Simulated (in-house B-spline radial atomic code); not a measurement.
## Te⁸⁺: [Ne] 3s2 (3p1/2)2 (3p3/2)2 3d10 4s2 4p6 4d10 (with a hole in an inner shell)

Level of theory: Dirac-Hartree-Fock, average of the jj configuration, Fermi nucleus of rms radius 4.7423 fm; calculated with a radial B-spline atomic code at the basis-set limit.

Screening seen three ways: the hydrogenic charge with the same mean radius, Z_r = [3n² - l(l+1)]/(2<r>), the one with the same energy, Z_e = n√(-2ε), and Slater's rules. Values are occupation-weighted means over j. An effective charge above Z reflects the relativistic contraction of the inner shells.

```json
{"shell": "1s", "electrons": "2", "ε (eV)": "-32217", "<r> (bohr)": "0.0278", "Z_r": "53.96", "Z_e": "48.66", "Slater": "51.70"}
{"shell": "2s", "electrons": "2", "ε (eV)": "-5202.2", "<r> (bohr)": "0.1191", "Z_r": "50.37", "Z_e": "39.11", "Slater": "47.85"}
{"shell": "2p", "electrons": "6", "ε (eV)": "-4690.6", "<r> (bohr)": "0.1045", "Z_r": "47.83", "Z_e": "37.14", "Slater": "47.85"}
{"shell": "3s", "electrons": "2", "ε (eV)": "-1198.9", "<r> (bohr)": "0.3172", "Z_r": "42.55", "Z_e": "28.16", "Slater": "41.45"}
{"shell": "3p", "electrons": "4", "ε (eV)": "-1047.2", "<r> (bohr)": "0.3136", "Z_r": "39.86", "Z_e": "26.32", "Slater": "41.45"}
{"shell": "3d", "electrons": "10", "ε (eV)": "-777.38", "<r> (bohr)": "0.2898", "Z_r": "36.23", "Z_e": "22.68", "Slater": "32.85"}
{"shell": "4s", "electrons": "2", "ε (eV)": "-325.99", "<r> (bohr)": "0.7376", "Z_r": "32.54", "Z_e": "19.58", "Slater": "25.95"}
{"shell": "4p", "electrons": "6", "ε (eV)": "-267.87", "<r> (bohr)": "0.7787", "Z_r": "29.54", "Z_e": "17.75", "Slater": "25.95"}
{"shell": "4d", "electrons": "10", "ε (eV)": "-179.4", "<r> (bohr)": "0.8636", "Z_r": "24.32", "Z_e": "14.52", "Slater": "14.85"}
```

The least bound orbital is 4d5/2 at -178.5 eV, and it is also the most diffuse (<r> = 0.8674 bohr). The part-filled 3p shell lies below the filled 4d shell in orbital energy.

For the 1s electron the small component carries 3.66 % of the norm, the zero-frequency Breit interaction raises the level by 76.43 eV, self-energy by 43.88 eV, and vacuum polarisation lowers it by 5.961 eV.
